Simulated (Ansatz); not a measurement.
System: CH2BO (charge -1, singlet). It need not be the lowest isomer of its formula. Whether it binds its extra electron was not tested at this geometry. SMILES: [BH2-2]C#[O+]
Geometry: optimised at B3LYP-D3(BJ)/def2-TZVP (Ansatz, a program for electronic structure).

Parts of the frozen-core correlation energy in STO-3G (Ansatz, hartree). Frozen orbitals: 3; correlated occupied orbitals by spin: 8 and 8; virtual: 6 and 6. No spin-orbit coupling. No relativistic terms. The restricted reference is unstable.

```json
[
 {"term": "reference (HF)", "value": "-136.56197"},
 {"term": "MP2 opposite-spin", "value": "-0.13200"},
 {"term": "MP2 same-spin", "value": "-0.03167"},
 {"term": "CCSD correlation", "value": "-0.19631"},
 {"term": "(T)", "value": "-0.00734"},
 {"term": "FCI minus CCSD(T)", "value": "-0.00085"},
 {"term": "T1 diagnostic", "value": "0.018"},
 {"term": "largest doubles amplitude", "value": "0.200"}
]
```
